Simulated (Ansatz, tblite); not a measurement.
Adding an electron: Nb2S⁺. Total charge 1; doublet. Geometry: r2SCAN-D4/def2-TZVP. Ansatz, gas phase; energy differences of separate SCF runs; the reduced species is a singlet (the triplet lies 0.56 eV higher at PBE0-D4/def2-TZVP).

```xyz
3

Nb    1.2509   -0.0330    0.3032
Nb   -0.5166   -1.1071   -0.4066
S    -0.7343    1.1401    0.1035
```

In the def2 sets Nb takes a core potential; there is no spin–orbit coupling. The xTB rows come from tblite. The structure comes from a short search, and lower isomers may exist.

```
              level  −HOMO (eV)  −LUMO (eV)  vertical EA (eV)  HOMO–LUMO gap (eV)
           GFN1-xTB           –           –             12.07                   –
           GFN2-xTB           –           –             13.67                   –
   PBE-D4/def2-TZVP        9.75        9.14              6.56                0.61
r2SCAN-D4/def2-TZVP        9.86        8.76              6.40                1.10
  PBE0-D4/def2-TZVP       10.58        8.04              6.37                2.54
```

  HOMO and LUMO are the levels of the spin that leaves or enters (xTB has no such levels and no spin-polarisation term). Other spin states of the ions may lie lower, which would lower the ionisation energy or raise the affinity. Raw xTB energy differences between charge states are shifted by several eV; the methods need an empirical correction for them.
